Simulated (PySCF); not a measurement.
Basis and Hamiltonian dependence of the excitation energy of Ti

Ti [Ar] 3d2 4s2 (3F) → Ti [Ar] 3d2 4s1 5s1 (5F). All values are computed (PySCF 2.14, energy differences of UHF-based or UKS calculations, no spin-orbit coupling). Values in eV.

```
                                                               basis       Hamiltonian  functions    UHF    PBE   PBE0  MP2 (valence)  CCSD(T) (valence)
                                                         aug-cc-pVDZ  non-relativistic         59  3.341  4.136  4.064          4.015              4.262
                                                      aug-cc-pVDZ-DK     spin-free X2C         59  3.365  4.171  4.097          4.047              4.295
                                                         aug-cc-pVTZ  non-relativistic         93  3.336  4.146  4.070          4.076                n/a
                                                          dyall-av2z  non-relativistic        101  3.340  4.196  4.114          4.039              4.286
 aug-cc-pVTZ with one added diffuse shell each of s, p, d, f, g type  non-relativistic        118  3.329  4.146  4.070          4.072                n/a
x2c-QZVPPall with one added diffuse shell each of s, p, d, f, g type     spin-free X2C        121  3.362  4.172  4.096          4.113                n/a
                                                       aug-cc-pwCVTZ  non-relativistic        127  3.335  4.139  4.065          4.083                n/a
                                                    aug-cc-pwCVTZ-DK     spin-free X2C        127  3.358  4.176  4.099          4.114                n/a
```

Frozen in the all-electron rows: valence: [Ar].

Non-relativistic rows lack the scalar-relativistic shift.
